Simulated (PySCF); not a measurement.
Computed shifts of a molecule C4H6Si, PySCF with PBE/pcSseg-1, GIAO, gas phase, equivalent atoms averaged, in ppm (number of nuclei): ¹³C: 147.0 (1), 140.6 (1), 104.4 (1), 84.8 (1). ²⁹Si: -67.7 (1). ¹H: 6.66 (1), 6.66 (1), 6.56 (1), 5.08 (1), 4.79 (1), 2.60 (1). References: ¹³C against TMS (σ = 182.0 ppm); ²⁹Si against TMS (σ = 335.4 ppm); ¹H against TMS (σ = 31.49 ppm), references at their B3LYP-D3(BJ)/def2-TZVP geometries, non-relativistic. Coordinates come from a r2SCAN-D4/def2-SVP optimisation. The values are those of a single conformer.

Question: Identify the compound among the candidates.
A. C=CC#C[SiH3]
B. C#C/C=C/[SiH3]
C. C#CC(=C)[SiH3]
D. C#C[SiH2]C=C

Answer: D, C#C[SiH2]C=C
